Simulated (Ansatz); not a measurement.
B(NH3)F3 (BNF₃H₃). The state is a triplet with charge 0. Geometry r2SCAN-D4/def2-SVP, that of the neutral singlet; atoms count from 1.

```xyz
8

B     0.412   -0.553    0.508
N    -0.400    0.537   -0.493
H    -0.002    1.473   -0.397
H    -1.390    0.579   -0.245
H    -0.322    0.250   -1.470
F    -0.238   -1.738    0.289
F     0.239   -0.032    1.761
F     1.700   -0.516    0.047
```

At PBE0-D4/def2-TZVP a singlet of charge 0 lies 8.72 eV below the triplet at the same geometry.

Estimate the Mulliken populations from the PBE0/def2-TZVP orbitals of Ansatz.


```tsv
atom	charge (e)	spin (α − β)
B1	0.28	0.14
N2	0.53	-0.10
H3	-0.11	0.49
H4	-0.11	0.49
H5	-0.11	0.49
F6	-0.16	0.17
F7	-0.16	0.17
F8	-0.16	0.17
```
Mulliken values depend strongly on the basis.

Where does the spin sit?

Summed by element: B 0.14, N -0.10, H 1.46, F 0.51, of 2 unpaired in all. Largest on single atoms: H4 0.49, H5 0.49, H3 0.49.

And the Mayer bond orders between heavy atoms (over 0.3)?

B1–F6 1.11 (1.37 Å); B1–F7 1.11 (1.37 Å); B1–F8 1.11 (1.37 Å).
